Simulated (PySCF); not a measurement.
C₂H₉NSi₃, SMILES [SiH3][Si@H]1CN=C[SiH2]1. Heavy atoms are numbered as in [SiH3:1][Si@H:2]1[CH2:3][N:4]=[CH:5][SiH2:6]1. Hydrogens are named by the atom that carries them.

Geometry optimised at B3LYP-D3(BJ)/def2-SVP. The structure was generated by enumeration; whether it is a known compound was not checked. One conformer was computed; it need not be the lowest.

The numbers are results of PySCF with PBE0/def2-TZVP, not measurements.

ESP charges are fitted to the potential on shells at 1.4 to 2.0 van der Waals radii. Atomic charges (e), one atom of each kind:

```csv
atom,Mulliken,ESP fit
Si1 (SiH3),0.01,0.01
Si2 (SiH),0.05,0.11
C3 (CH2),?,0.16
N4,-0.16,-0.53
C5 (CH),-0.14,0.23
Si6 (SiH2),?,0.08
H on Si1,-0.01,-0.03
H on Si2,?,-0.06
H on C3,0.14,0.05
H on C5,?,0.05
H on Si6,?,-0.05
```

Task: Fill in the missing entries. (An estimate is asked for; the answer gives what the named calculation found.)

Result: 
- C3 (CH2), Mulliken: -0.22
- Si6 (SiH2), Mulliken: 0.07
- H on Si2, Mulliken: 0.00
- H on C5, Mulliken: 0.13
- H on Si6, Mulliken: 0.00

Task: Give the Mayer and Wiberg (Löwdin basis) orders of the bonds. (The exact figures need the calculation; the answer reports its results.)

Result: 
```
bond     Mayer  Wiberg
-------  -----  ------
Si1–Si2   0.97    1.13
Si2–C3    0.93    1.06
C3–N4     0.98    1.35
N4–C5     1.95    2.32
Si2–Si6   0.98    1.06
C5–Si6    0.94    1.09
```
